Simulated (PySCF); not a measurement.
## From computed data to an observable: oscillator strength and radiative lifetime

GeH5Si, SMILES [SiH2][GeH3] (connectivity only; charge and spin as stated), charge +1, multiplicity 1.

Coordinates come from a PBE0-D3(BJ)/def2-TZVP optimisation. The multiplicity is an assumed one; other spin states were not compared. The isomer is the one that the SMILES or the coordinates give; other isomers of the formula were not compared.

TDA-ωB97X/def2-SVPD (PySCF 2.14.0) puts the first singlet state with f over 0.02 at 5.96 eV (vertical), with the transition dipole (-0.562, 0.186, 0.000) in atomic units.

Question: Find the oscillator strength, the wavelength and the radiative lifetime that this transition would have in vacuum if emission retraced absorption.

Answer: 
|μ|² = 0.3504 au, so |μ| = 1.50 D. ΔE = 5.96/27.211 = 0.2190 hartree. f = (2/3) ΔE |μ|² = 0.051 (the program prints 0.051).
λ = 1239.84/5.96 = 208 nm; ν = 48071 cm⁻¹.
Einstein's coefficient A = 0.6670 ν² f s⁻¹ (ν in cm⁻¹) = 7.9e7 s⁻¹, so τ = 1/A = 13 ns. This state is S3; the lower singlets have f = 0.008, 0.001. The figure is the radiative limit of this one transition; relaxation, internal conversion, crossing to triplets and a medium change what is measured.
